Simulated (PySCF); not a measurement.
Ionisation energy of Nd⁴⁸⁺ by level of theory

Nd⁴⁸⁺ [Ne] 3s2 → Nd⁴⁹⁺ [Ne] 3s1 [3s1/2^1, M_J = 1/2], as a difference of total energies. Computed with PySCF 2.14 in an uncontracted even-tempered set (18 s from 12 bohr⁻², ratio 2.4; 14 p from 16 bohr⁻², ratio 2.4; 4 d from 52 bohr⁻², ratio 2.6; 4 f from 78 bohr⁻², ratio 2.6), with the two-component X2C-1e Hamiltonian. Correlated levels: 1s2 frozen; the 54 highest virtual spinors dropped. "Screened" scales the spin-orbit matrix elements by Boettger's factors to mimic the two-electron term; Breit and QED terms are absent.

| method | ionisation energy (eV) |
| --- | --- |
| GHF (spin-free) | 4201.2 |
| GHF (screened spin-orbit) | 4201.0 |
| GMP2 (screened spin-orbit) | 4204.7 |

Question: How much does correlation contribute at GMP2 (screened spin-orbit)?

Answer: 4204.7 − (4201.0) = 3.7 eV, measured against GHF (screened spin-orbit).

Breit and QED terms and the two-electron picture change are absent.

For comparison: 4198 ± 4 eV (theoretical estimate listed by NIST; NIST Atomic Spectra Database, ionization energies).
